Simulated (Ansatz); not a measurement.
```yaml
crystal:
  periodic: [false, false, false]
  atoms:
    - {symbol: C, position_ang: [0.797855, -2.639176, 1.662549]}
    - {symbol: N, position_ang: [1.429065, -0.169515, -0.254973]}
    - {symbol: Si, position_ang: [-1.021686, 2.388021, -1.310653]}
    - {symbol: Cl, position_ang: [-4.468545, 0.761977, -3.696507]}
    - {symbol: Cl, position_ang: [1.152417, 5.375592, -3.826414]}
    - {symbol: Cl, position_ang: [-2.850318, 4.369786, 2.266130]}
    - {symbol: H, position_ang: [2.690552, -3.124474, 3.061600]}
    - {symbol: H, position_ang: [0.204423, -4.631438, 0.445439]}
    - {symbol: H, position_ang: [-1.035215, -2.087159, 3.112306]}
    - {symbol: H, position_ang: [3.284272, -0.356034, -1.452655]}
basis:
  gaussian: {orbitals: def2-SVPD}
hamiltonian: {xc: {name: PBEsol}}
output: {forces: true}
```

```sh
$ ansatz run in.yaml --threads 4 --pin off --events-out ev --progress --plain --max-ram 11315MiB
```

It prints (some lines left out):

```
Functional definition: PBEsol
1656 factors; their error is unknown
mean field evaluation 1: about -47830.7888 eV, gradient 1.1e2 eV
mean field evaluation 2: about -46556.2659 eV, gradient 3.0e2 eV
mean field evaluation 4: about -47041.2531 eV, gradient 2.6e2 eV
mean field evaluation 8: about -47883.4479 eV, gradient 8.4e0 eV
mean field evaluation 16: about -47885.6045 eV, gradient 1.7e-1 eV
mean field evaluation 32: about -47885.5598 eV, gradient 8.5e-4 eV
mean field evaluation 224: about -47885.5505 eV, gradient 4.8e-5 eV
mean field -47885.55982090 eV, -1759.7618654198 hartree, gradient 7.4e-8 eV, S^2 0.000000; 9 other end points of the search recorded, 0 dependent functions left out
reference -47885.55991336 eV, -1759.7618688176 hartree; 41, 41 occupied and 136, 136 virtual orbitals, 1656 factors
Total energy: -47885.55991336 eV, -1759.7618688176 hartree
Atom 0 at     0.797855    -2.639176     1.662549 Å, force    -0.257255    -1.059094     0.948789 eV/Å
Atom 1 at     1.429065    -0.169515    -0.254973 Å, force     1.486093    -0.291594    -1.083149 eV/Å
Atom 2 at    -1.021686     2.388021    -1.310653 Å, force     0.197531    -0.127299     0.034109 eV/Å
Atom 3 at    -4.468545     0.761977    -3.696507 Å, force     0.365512     0.150288     0.251046 eV/Å
Atom 4 at     1.152417     5.375592    -3.826414 Å, force    -0.223035    -0.337313     0.277406 eV/Å
Atom 5 at    -2.850318     4.369786     2.266130 Å, force     0.204573    -0.224532    -0.370473 eV/Å
Atom 6 at     2.690552    -3.124474     3.061600 Å, force    -1.539884     0.432803    -1.186732 eV/Å
Atom 7 at     0.204423    -4.631438     0.445439 Å, force     0.494075     1.647938     0.943944 eV/Å
Atom 8 at    -1.035215    -2.087159     3.112306 Å, force     1.510314    -0.397813    -1.231991 eV/Å
Atom 9 at     3.284272    -0.356034    -1.452655 Å, force    -2.237924     0.206616     1.417051 eV/Å
Dipole moment:     1.130648    -1.643576     0.718542 e Å
```

Problem. What is wrong with this run?

Solution. The geometry is stretched to more than twice its size. Self-consistency was reached. The result belongs to that input, not to the molecule as meant.
